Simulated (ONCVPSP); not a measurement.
What one change does to a pseudopotential (Ni, ONCV)

| Item | Value |
| --- | --- |
| Element | nickel |
| Generator | ONCVPSP 4.0.1 |
| Type | optimised norm-conserving Vanderbilt (ONCV) |
| Functional | PW91 |
| Relativity | scalar-relativistic |
| Frozen core | [Ne] |
| Valence charge | 18 |
| Reference configuration | 3s2 3p6 3d8 4s2 |
| Partial waves | 3s+4s: rc 1.05 bohr, ncon 3, nbas 6, qcut 12.7 1/bohr, 2 projectors; 3p: rc 0.90 bohr, ncon 3, nbas 6, qcut 12.2 1/bohr, 2 projectors, debl 1.4 Ha; 3d: rc 0.90 bohr, ncon 5, nbas 10, qcut 17.9 1/bohr, 2 projectors, debl 2 Ha |
| Local potential | polynomial inside 0.60 bohr (lpopt 5, dvloc0 -1 Ha) |
| Core correction | Teter function, fcfact 5.75, rcfact 1.2 |

In the p channel the program set the typed energies aside and used -2.625, 0.250 Ha.

All-electron outer shells of the reference configuration (PW91, scalar-relativistic, ld1.x):

```
shell  level (eV)  outermost node (bohr)  outermost maximum (bohr)
   2p     -845.09                      –                      0.16
   3s     -111.06                   0.30                      0.64
   3p      -71.44                   0.27                      0.65
   3d       -8.95                      –                      0.63
   4s       -5.70                   0.92                      2.24
```

Change: s: qcut 10.9.

Cutoffs: the cutoffs (Ha) at which the residual kinetic energy of the hardest occupied pseudo-wave falls to 1 and 0.1 mHa per electron; they do not see the model core or the augmentation charge, which bear on the density cutoff. Errors are all-electron minus pseudo energies relative to the spin-unpolarised reference configuration.

Problem. Predict the effect on cutoff, ghosts and configuration errors.

Solution. The potential gets neither clearly harder nor softer (123 Ha and 140 Ha → 123 Ha and 140 Ha); the d channel sets the loose cutoff, while the largest relative change is in s, which becomes softer; of the 4 tests that both files solve, the error grows in 1 and shrinks in 0 by more than 15 % and 0.3 meV (median size 1.8 → 2.0 meV); neither file shows a bound ghost.

```tsv
quantity	base	changed
cutoff, loose	123 Ha	123 Ha
cutoff, tight	140 Ha	140 Ha
loose cutoff by channel	s 57 Ha, p 39 Ha, d 123 Ha	s 45 Ha, p 39 Ha, d 123 Ha
bound ghosts	none	none
GHOST(+) flags under 300 eV	none	none
error for 3s2 3p6 3d8 4s1, meV [ΔE 9.39 eV]	-0.4	-0.4
error for 3s2 3p6 3d8 4s0, meV [ΔE 26.80 eV]	-0.3	-0.1
error for 3s2 3p6 3d7 4s0, meV [ΔE 64.38 eV]	-5.0	-5.7
error for 3s2 3p6 3d7 4s2 4p1, meV [ΔE 10.58 eV]	+3.2	+3.7
s: phases at 1.06 bohr within 0.05 rad from the reference energy up to (Ha; the scan ends near 5)	to the end of the scan	to the end of the scan
p: phases at 0.92 bohr within 0.05 rad from the reference energy up to (Ha; the scan ends near 5)	to the end of the scan	to the end of the scan
d: phases at 0.92 bohr within 0.05 rad from the reference energy up to (Ha; the scan ends near 5)	to the end of the scan	to the end of the scan
rms error of d²Exc/dni dnj with the model core, mHa	1.32	1.37
```
